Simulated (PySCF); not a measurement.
**Electron correlation in B⁺ (boron, charge +1)**

[He] 2p2, high-spin 3P determinant (an excited configuration). All numbers are calculated (PySCF 2.14, no relativity, point nucleus, in def2-QZVPPD). Frozen: nothing; 4 electrons correlated.

```csv
level,correlation energy (mhartree)
CCSD,-31.43
(T),-0.05
CCSD(T),-31.48
```

Diagnostics: T1 = 0.0015, D1 = 0.0025, largest double amplitude 0.024.

Cost of the coupled-cluster step: about 6 core-seconds, for 4 correlated electrons.

This basis was not built for core-valence correlation, so the inner-shell part is incomplete.
